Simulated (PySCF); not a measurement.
# Working out the ionisation energy of Pb

Pb [Xe] 4f14 5d10 6s2 6p2 (3P) → Pb⁺ [Xe] 4f14 5d10 6s2 6p1 (2P). All numbers are calculated (PySCF 2.14, scalar relativity through the core potential, in def2-TZVP with the def2 core potential (60 electrons) (6s5p3d2f, 50 functions)). Frozen: 5s2 5p6 5d10. Energies in hartree (1 hartree = 27.21139 eV):

```csv
part,Pb (lower),Pb⁺ (upper)
UHF,-191.835522,-191.594130
CCSD correlation,-0.046854,-0.036209
(T),-0.001040,-0.000414
```

Q: What does Hartree-Fock give?

A: (-191.594130) − (-191.835522) = 0.241392 hartree = 6.569 eV.

Q: What do CCSD and CCSD(T) give?

A: The CCSD correlation energies differ by 0.010645 hartree = 0.290 eV and the triples by 0.000626 hartree = 0.017 eV, so CCSD gives 6.859 eV and CCSD(T) 6.876 eV.

Reference: 7.417 eV (measured; NIST Atomic Spectra Database, ionization energies), between the lowest levels; spin-orbit coupling is absent from the calculation.

What remains against the reference includes basis incompleteness, the frozen core and higher excitations.
